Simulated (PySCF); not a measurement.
C4H9O, SMILES C1CC[OH+]C1, charge +1.

The structure is a stationary point at B3LYP-D3(BJ)/def2-SVP. The isomer is the one that the SMILES or the coordinates give; other isomers of the formula were not compared. One conformer was computed; it need not be the lowest.

Method: PySCF with TDDFT-ωB97X/def2-SVPD.

Vertical excitations. 

Problem. List the lowest excited states. (Estimate from the structure and the level; the computed values follow.)

Solution. 
| state | energy (eV) | λ (nm) | f | main pairs |
|---|---|---|---|---|
| S1 | 8.92 | 139 | 0.001 | HOMO−1→LUMO 81 % |
| S2 | 9.39 | 132 | 0.004 | HOMO→LUMO 72 % |
| S3 | 10.05 | 123 | 0.042 | HOMO−3→LUMO 47 %, HOMO−2→LUMO 26 % |
| S4 | 10.08 | 123 | 0.043 | HOMO−2→LUMO 49 %, HOMO−3→LUMO 27 % |
| S5 | 10.39 | 119 | 0.001 | HOMO→LUMO+1 29 %, HOMO−1→LUMO+1 22 %, HOMO−1→LUMO+3 10 %, HOMO→LUMO+3 10 % |
| S6 | 10.46 | 119 | 0.003 | HOMO→LUMO+1 27 %, HOMO−1→LUMO+1 22 %, HOMO→LUMO+3 8 %, HOMO−1→LUMO+3 8 % |
| S7 | 10.74 | 115 | 0.006 | HOMO→LUMO+1 27 %, HOMO−1→LUMO+3 16 %, HOMO−1→LUMO+5 16 %, HOMO→LUMO+3 5 % |
| S8 | 10.99 | 113 | 0.012 | HOMO−1→LUMO+1 21 %, HOMO→LUMO+5 18 %, HOMO→LUMO+3 11 %, HOMO−4→LUMO 10 % |
| S9 | 11.18 | 111 | 0.014 | HOMO→LUMO+3 20 %, HOMO−1→LUMO+2 13 %, HOMO−4→LUMO 12 %, HOMO−3→LUMO+1 10 % |
| S10 | 11.24 | 110 | 0.054 | HOMO→LUMO+2 43 %, HOMO−2→LUMO+1 25 % |
| T1 | 8.38 | 148 | 0 | HOMO−1→LUMO 73 % |
| T2 | 9.12 | 136 | 0 | HOMO→LUMO 58 % |
| T3 | 9.58 | 129 | 0 | HOMO−3→LUMO 34 %, HOMO−2→LUMO 28 % |
| T4 | 9.65 | 128 | 0 | HOMO−2→LUMO 36 %, HOMO−3→LUMO 27 % |
Triplets are in the Tamm–Dancoff approximation, which puts them higher than full response would, so one can lie above its singlet here.
